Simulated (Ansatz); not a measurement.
**Nudged elastic band run: F₂GeH₆Si₂**

Input:

```yaml
crystal:
  periodic: [false, false, false]
  atoms:
    - { symbol: F, position_ang: [-1.527301, 1.600397, -0.312042] }
    - { symbol: Ge, position_ang: [-1.44231, 0.593981, 1.163976] }
    - { symbol: Si, position_ang: [0.44351, -0.826612, 0.619997] }
    - { symbol: F, position_ang: [-0.072859, -2.394426, 0.532672] }
    - { symbol: Si, position_ang: [1.186481, -0.066333, -1.492353] }
    - { symbol: H, position_ang: [-2.822621, -0.117853, 1.279957] }
    - { symbol: H, position_ang: [-1.243527, 1.600182, 2.337872] }
    - { symbol: H, position_ang: [1.505768, -0.753163, 1.682077] }
    - { symbol: H, position_ang: [1.603144, 1.36641, -1.344386] }
    - { symbol: H, position_ang: [2.36099, -0.876288, -1.960467] }
    - { symbol: H, position_ang: [0.073924, -0.183396, -2.486704] }
basis:
  gaussian: { orbitals: def2-SVP }
hamiltonian:
  xc: blyp
  dispersion: d4
neb:
  order_check: false
  images: 7
  f_tol: 0.05
  max_iterations: 60
  final_atoms:
    - { symbol: F, position_ang: [-1.18890316, 1.88702635, -0.07001848] }
    - { symbol: Ge, position_ang: [-1.28513026, 0.71234536, 1.27542297] }
    - { symbol: Si, position_ang: [0.28877859, -0.96220472, 0.5072296] }
    - { symbol: F, position_ang: [-0.51657889, -2.38507268, 0.26348389] }
    - { symbol: Si, position_ang: [1.13051266, -0.10861853, -1.53101476] }
    - { symbol: H, position_ang: [-2.77485819, 0.26475305, 1.349942] }
    - { symbol: H, position_ang: [-0.8879655, 1.51426602, 2.55150911] }
    - { symbol: H, position_ang: [1.36124065, -1.2137873, 1.53114837] }
    - { symbol: H, position_ang: [0.00041463, 0.10919941, -2.4878117] }
    - { symbol: H, position_ang: [1.81934608, 1.18967699, -1.23416676] }
    - { symbol: H, position_ang: [2.11834238, -1.06468496, -2.13512526] }
  initial_path:
    images:
      - { positions_ang: [[-1.527301, 1.600397, -0.312042], [-1.44231, 0.593981, 1.163976], [0.44351, -0.826612, 0.619997], [-0.072859, -2.394426, 0.532672], [1.186481, -0.066333, -1.492353], [-2.822621, -0.117853, 1.279957], [-1.243527, 1.600182, 2.337872], [1.505768, -0.753163, 1.682077], [1.603144, 1.36641, -1.344386], [2.36099, -0.876288, -1.960467], [0.073924, -0.183396, -2.486704]] }
      - { positions_ang: [[-1.73513048, 1.4940834, -0.26975872], [-1.41589198, 0.62073471, 1.15874153], [0.35469744, -0.8434046, 0.54502024], [-0.22608608, -2.35159509, 0.33913317], [1.21912956, -0.0580484, -1.45813547], [-2.65961724, -0.05879767, 1.53503399], [-1.05529527, 1.67793947, 2.17069155], [1.39518398, -0.89670533, 1.61231368], [1.42312144, 1.3747209, -1.39323447], [2.45180383, -0.6764818, -1.71743478], [0.31328381, -0.33954659, -2.50177172]] }
      - { positions_ang: [[-1.94295996, 1.38776979, -0.22747544], [-1.38947396, 0.64748841, 1.15350706], [0.26588487, -0.8601972, 0.47004347], [-0.37931316, -2.30876417, 0.14559433], [1.25177811, -0.04976381, -1.42391795], [-2.49661347, 0.00025767, 1.79011099], [-0.86706355, 1.75569694, 2.0035111], [1.28459997, -1.04024765, 1.54255036], [1.24309887, 1.38303179, -1.44208293], [2.54261766, -0.4766756, -1.47440256], [0.55264362, -0.49569717, -2.51683943]] }
      - { positions_ang: [[-2.15078944, 1.28145619, -0.18519216], [-1.36305593, 0.67424212, 1.14827259], [0.17707231, -0.8769898, 0.39506671], [-0.53254024, -2.26593326, -0.0479445], [1.28442667, -0.04147921, -1.38970042], [-2.33360971, 0.059313, 2.04518798], [-0.67883182, 1.83345442, 1.83633065], [1.17401595, -1.18378998, 1.47278704], [1.06307631, 1.39134269, -1.4909314], [2.63343149, -0.27686941, -1.23137034], [0.79200342, -0.65184776, -2.53190715]] }
      - { positions_ang: [[-2.35861892, 1.17514258, -0.14290888], [-1.33663791, 0.70099582, 1.14303812], [0.08825974, -0.8937824, 0.32008994], [-0.68576732, -2.22310235, -0.24148334], [1.31707523, -0.03319462, -1.35548289], [-2.17060595, 0.11836834, 2.30026498], [-0.49060009, 1.91121189, 1.66915021], [1.06343193, -1.32733231, 1.40302372], [0.88305375, 1.39965358, -1.53977987], [2.72424532, -0.07706321, -0.98833813], [1.03136323, -0.80799834, -2.54697486]] }
      - { positions_ang: [[-2.06618998, 1.35311353, -0.12468628], [-1.323761, 0.70383321, 1.17613433], [0.13838945, -0.91088798, 0.36687486], [-0.64347021, -2.26359493, -0.11524153], [1.27043458, -0.05205059, -1.39936586], [-2.32166901, 0.15496452, 2.06268423], [-0.58994144, 1.81197542, 1.88973993], [1.13788411, -1.29894605, 1.43505488], [0.66239397, 1.07704004, -1.77678783], [2.49802051, 0.23962184, -1.04979528], [1.30310802, -0.87217, -2.44401246]] }
      - { positions_ang: [[-1.77376104, 1.53108447, -0.10646368], [-1.31088409, 0.70667059, 1.20923055], [0.18851917, -0.92799356, 0.41365977], [-0.6011731, -2.30408751, 0.01100028], [1.22379394, -0.07090657, -1.44324883], [-2.47273207, 0.19156069, 1.82510349], [-0.68928279, 1.71273896, 2.11032966], [1.21233629, -1.2705598, 1.46708604], [0.44173419, 0.75442649, -2.01379578], [2.2717957, 0.55630689, -1.11125244], [1.57485281, -0.93634165, -2.34105006]] }
      - { positions_ang: [[-1.4813321, 1.70905541, -0.08824108], [-1.29800718, 0.70950798, 1.24232676], [0.23864888, -0.94509914, 0.46044469], [-0.55887599, -2.3445801, 0.13724209], [1.1771533, -0.08976255, -1.48713179], [-2.62379513, 0.22815687, 1.58752275], [-0.78862415, 1.61350249, 2.33091939], [1.28678847, -1.24217355, 1.49911721], [0.22107441, 0.43181295, -2.25080374], [2.04557089, 0.87299194, -1.1727096], [1.8465976, -1.0005133, -2.23808766]] }
      - { positions_ang: [[-1.18890316, 1.88702635, -0.07001848], [-1.28513026, 0.71234536, 1.27542297], [0.28877859, -0.96220472, 0.5072296], [-0.51657889, -2.38507268, 0.26348389], [1.13051266, -0.10861853, -1.53101476], [-2.77485819, 0.26475305, 1.349942], [-0.8879655, 1.51426602, 2.55150911], [1.36124065, -1.2137873, 1.53114837], [0.00041463, 0.10919941, -2.4878117], [1.81934608, 1.18967699, -1.23416676], [2.11834238, -1.06468496, -2.13512526]] }
```

Run as:

```bash
$ ansatz run input.yaml --threads 2 --pin off --max-ram 3072MiB --backend cpu --events-out ev --progress --plain --runs-dir out
```

Output, in part (warnings, iteration lines, the closing report on the highest movable image, with atoms numbered from 0):

```
NEB end point (image 0): max|allowed force component| = 4.263e-3 eV/Å (the criterion of neb.relax_end_points is 1.000e-2)
NEB end point (image 8): max|allowed force component| = 1.382e-3 eV/Å (the criterion of neb.relax_end_points is 1.000e-2)
NEB iter   1: max|band force component| = 5.761e0 eV/Å  barrier→ = 2.6486 eV  barrier← = 2.6486 eV  Δτ_max = 0.1990 Å  (244 SCF iters)
NEB iter   2: max|band force component| = 2.042e0 eV/Å  barrier→ = 0.5573 eV  barrier← = 0.5573 eV  Δτ_max = 0.1969 Å  (224 SCF iters)
NEB iter   3: max|band force component| = 7.657e-1 eV/Å  barrier→ = 0.1499 eV  barrier← = 0.1499 eV  Δτ_max = 0.1991 Å  (238 SCF iters)
NEB iter   4: max|band force component| = 2.371e-1 eV/Å  barrier→ = 0.0991 eV  barrier← = 0.0991 eV  CI = image 4  Δτ_max = 0.0909 Å  (209 SCF iters)
NEB iter   5: max|band force component| = 1.586e-1 eV/Å  barrier→ = 0.0955 eV  barrier← = 0.0956 eV  CI = image 4  Δτ_max = 0.0252 Å  (203 SCF iters)
NEB iter   6: max|band force component| = 8.220e-2 eV/Å  barrier→ = 0.0948 eV  barrier← = 0.0948 eV  CI = image 4  Δτ_max = 0.0451 Å  (213 SCF iters)
NEB iter   7: max|band force component| = 4.726e-2 eV/Å  barrier→ = 0.0922 eV  barrier← = 0.0922 eV  CI = image 4  Δτ_max = 0.0765 Å  (211 SCF iters)
NEB iter   8: max|band force component| = 1.773e-1 eV/Å  barrier→ = 0.0897 eV  barrier← = 0.0897 eV  CI = image 4  Δτ_max = 0.0383 Å  (29 SCF iters)
NEB iter   9: max|band force component| = 6.926e-2 eV/Å  barrier→ = 0.0881 eV  barrier← = 0.0882 eV  CI = image 4  Δτ_max = 0.0765 Å  (209 SCF iters)
NEB iter  10: max|band force component| = 4.295e-2 eV/Å  barrier→ = 0.0853 eV  barrier← = 0.0854 eV  CI = image 4  Δτ_max = 0.0765 Å  (208 SCF iters)
NEB iter  11: max|band force component| = 5.073e-2 eV/Å  barrier→ = 0.0830 eV  barrier← = 0.0830 eV  CI = image 4  Δτ_max = 0.0767 Å  (29 SCF iters)
NEB iter  12: max|band force component| = 6.356e-2 eV/Å  barrier→ = 0.0812 eV  barrier← = 0.0812 eV  CI = image 4  Δτ_max = 0.0384 Å  (209 SCF iters)
NEB iter  13: max|band force component| = 7.692e-2 eV/Å  barrier→ = 0.0802 eV  barrier← = 0.0803 eV  CI = image 4  Δτ_max = 0.0192 Å  (202 SCF iters)
NEB iter  14: max|band force component| = 3.587e-2 eV/Å  barrier→ = 0.0798 eV  barrier← = 0.0799 eV  CI = image 4  Δτ_max = 0.0383 Å  (206 SCF iters)
NEB iter  15: max|band force component| = 3.713e-2 eV/Å  barrier→ = 0.0792 eV  barrier← = 0.0792 eV  CI = image 4  Δτ_max = 0.0448 Å  (29 SCF iters)
NEB iter  16: max|band force component| = 6.748e-2 eV/Å  barrier→ = 0.0786 eV  barrier← = 0.0786 eV  CI = image 4  Δτ_max = 0.0767 Å  (29 SCF iters)
NEB iter  17: max|band force component| = 3.831e-2 eV/Å  barrier→ = 0.0782 eV  barrier← = 0.0782 eV  CI = image 4  Δτ_max = 0.0766 Å  (380 SCF iters)
NEB iter  18: max|band force component| = 1.223e-1 eV/Å  barrier→ = 0.0783 eV  barrier← = 0.0783 eV  CI = image 4  Δτ_max = 0.0766 Å  (29 SCF iters)
NEB iter  19: max|band force component| = 1.192e-1 eV/Å  barrier→ = 0.0812 eV  barrier← = 0.0813 eV  CI = image 4  Δτ_max = 0.0384 Å  (209 SCF iters)
NEB iter  20: max|band force component| = 6.068e-2 eV/Å  barrier→ = 0.0775 eV  barrier← = 0.0775 eV  CI = image 4  Δτ_max = 0.0374 Å  (209 SCF iters)
NEB iter  21: max|band force component| = 1.534e-2 eV/Å  barrier→ = 0.0775 eV  barrier← = 0.0775 eV  CI = image 4  Δτ_max = 0.0000 Å  (401 SCF iters)
Total energy: -77791.52142337 eV, -2858.7856833217 hartree
Atom 0 at    -1.706329     1.712385    -0.120466 Å, force     0.001443    -0.004120     0.004945 eV/Å
Atom 1 at    -1.345488     0.684213     1.289619 Å, force    -0.002428     0.000957    -0.005074 eV/Å
Atom 2 at     0.259050    -0.926996     0.451551 Å, force     0.003535     0.005432    -0.002562 eV/Å
Atom 3 at    -0.564842    -2.315321     0.096294 Å, force    -0.003685    -0.002648     0.001239 eV/Å
Atom 4 at     1.258018    -0.055860    -1.522005 Å, force    -0.000043    -0.000118     0.002459 eV/Å
Atom 5 at    -2.710835     0.089277     1.746287 Å, force    -0.001016     0.000090     0.000109 eV/Å
Atom 6 at    -0.780711     1.652595     2.374513 Å, force     0.000613    -0.000521    -0.000263 eV/Å
Atom 7 at     1.263489    -1.257766     1.521771 Å, force     0.000931     0.000642    -0.000195 eV/Å
Atom 8 at     0.671796     1.286862    -1.830023 Å, force     0.001128     0.001364    -0.000466 eV/Å
Atom 9 at     2.742166     0.076430    -1.335170 Å, force    -0.000129    -0.000976    -0.000649 eV/Å
Atom 10 at     0.978885    -1.002920    -2.651772 Å, force    -0.000350    -0.000101     0.000456 eV/Å
Dipole moment:     0.273542    -0.047640     0.254800 e Å
```

It converged. The band force fell under the threshold earlier too, but the program's further tests of the path sent the band on. A vibrational analysis at the climbing image gives one clearly imaginary mode, 111i cm⁻¹: a first-order saddle point.

Final band (atoms are numbered from 1 in the order of the input):

| image | path coordinate (Å) | energy (kJ/mol) | dihedral Ge2–Si3–Si5–H11 (°) |
| --- | --- | --- | --- |
| 0 | 0.00 | 0.0 | -59 |
| 1 | 0.67 | 0.8 | -70 |
| 2 | 1.34 | 3.4 | -87 |
| 3 | 2.01 | 6.4 | -104 |
| 4 | 2.68 | 7.5 | -120 |
| 5 | 3.40 | 6.5 | -139 |
| 6 | 4.11 | 4.0 | -158 |
| 7 | 4.82 | 1.3 | -173 |
| 8 | 5.53 | 0.0 | -179 |

Run time: 4.9 min on 2 threads of Arm Neoverse V2, on a shared host, peak memory 0.18 GiB.
